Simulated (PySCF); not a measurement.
# Computed spin Hamiltonian

C7H8NS (doublet state).
Structure used (GFN2-xTB), in Å, numbered top down from 1:
```
atom  x, y, z in Å
S1     1.5143   -1.5987    1.9698
C2     1.9786   -0.4875    0.8653
C3     1.6207   -0.5808   -0.5831
C4     0.2501   -0.0113   -0.4379
C5    -0.0047    1.3404   -0.5099
C6    -1.2856    1.8190   -0.2712
N7    -2.2975    1.0321    0.1479
C8    -2.1064   -0.2319    0.2661
C9    -0.8380   -0.9442   -0.0423
H10    2.4680    0.4186    1.1959
H11    1.6036   -1.6123   -0.9320
H12    2.2719    0.0302   -1.2056
H13    0.7823    2.0272   -0.7859
H14   -1.5320    2.8626   -0.3952
H15   -2.9370   -0.8171    0.6390
H16   -0.5040   -1.5056    0.8650
H17   -0.9914   -1.7289   -0.7958
```

The hyperfine couplings belong to this conformer and change with its torsions.

As a line formula: `S=CC[C]1C=CN=CC1` [radical].

Method used: PySCF 2.14.0, UKS B3LYP, pcH-1 on C H N S, non-relativistic, mean-field spin-orbit, GIAO. The structure is a single GFN2-xTB conformer in the gas phase; no vibrational or solvent corrections. The geometry wasn't refined by DFT: couplings that depend on bond lengths, twists or pyramidal angles can differ widely from those at the functional's own minimum. No stability test was run, so a lower SCF solution isn't excluded. ⟨S²⟩ is 0.783 where a pure state has 0.75.

```json
{
  "g1, g2, g3": "2.00139, 2.00575, 2.01389",
  "g_iso": "2.00701",
  "Form of g": "rhombic: the two nearest values differ by 35 % of g3 − g1",
  "⟨S²⟩": "0.7831 (exact 0.7500)",
  "α and β electrons": "37, 36",
  "Total energy": "-724.44092 Eh"
}
```

Isotropic coupling and dipolar principal values T1 to T3, in 10⁻⁴ cm⁻¹; ρ(0) is the spin density at the nucleus (1 × 10⁻⁴ cm⁻¹ = 2.998 MHz):

```csv
atom,isotope,a_iso,of which spin–orbit,T1,T2,T3,Mulliken spin population,ρ(0) (bohr⁻³)
S1,33S,1.5,0.1,-7.3,-4.1,11.4,0.13,0.0118
C2,13C,10.6,0.0,-3.2,-2.1,5.3,0.06,0.0282
C3,13C,-4.1,0.0,-0.4,-0.3,0.6,-0.04,-0.0111
C4,13C,14.2,0.0,-10.0,-9.7,19.7,0.37,0.0378
C5,13C,-10.8,0.0,-7.5,3.3,4.2,-0.19,-0.0289
C6,13C,14.8,0.0,-13.0,-12.0,25.0,0.46,0.0394
N7,14N,-2.4,0.0,-2.9,1.4,1.5,-0.13,-0.0224
C8,13C,10.4,0.0,-8.9,-8.2,17.1,0.31,0.0278
C9,13C,-9.2,0.0,-0.3,0.1,0.2,-0.07,-0.0245
H10,1H,-0.6,0.0,-1.2,-0.5,1.8,0.00,-0.0004
H11,1H,7.3,0.0,-0.6,-0.2,0.9,0.02,0.0049
H12,1H,7.0,0.0,-0.6,-0.4,1.0,0.01,0.0047
H13,1H,3.0,0.0,-1.1,-0.5,1.7,0.01,0.0020
H14,1H,-10.8,0.0,-6.1,-0.1,6.3,-0.02,-0.0072
H15,1H,-7.4,0.0,-4.0,-0.4,4.5,-0.02,-0.0050
H16,1H,42.3,0.0,-0.8,0.0,0.8,0.06,0.0284
H17,1H,38.8,0.0,-1.0,-0.1,1.1,0.05,0.0260
```

The Mulliken spin populations are largest on C6 (+0.46), C4 (+0.37), C8 (+0.31) and C5 (-0.19). Three atoms exceed +0.15.

C4, the radical centre as drawn in `S=CC[C]1C=CN=CC1`, holds a spin population of +0.37 out of 1.

Under fast tumbling the dipolar parts average out, and these isotropic splittings remain (the largest six): 2 × 1H (H16/H17, I = 1/2, 3 lines) with 4.33 mT, 1 × 1H (H14, I = 1/2, 2 lines) with 1.15 mT, 1 × 1H (H15, I = 1/2, 2 lines) with 0.79 mT, 2 × 1H (H11/H12, I = 1/2, 3 lines) with 0.76 mT, 1 × 1H (H13, I = 1/2, 2 lines) with 0.32 mT and 1 × 14N (N7, I = 1, 3 lines) with 0.26 mT.

Means are taken over nuclei equivalent by connectivity, which assumes that they swap fast.

The 13C coupling of C6 (44.3 MHz) shows only in satellite lines or after enrichment, since that isotope makes up about 1.07 % of natural carbon.

β density exceeds α density at some nuclei, such as C5 (-0.0289), C9 (-0.0245) and N7 (-0.0224), spin density in bohr⁻³. In a single determinant that takes different orbitals for the two spins, that is spin polarisation.

Hardware: one thread, Arm Neoverse V2 (aarch64), shared host. Cost: 1.9 min of wall time (grids of density and orbitals included), 1.1 GiB resident at most.
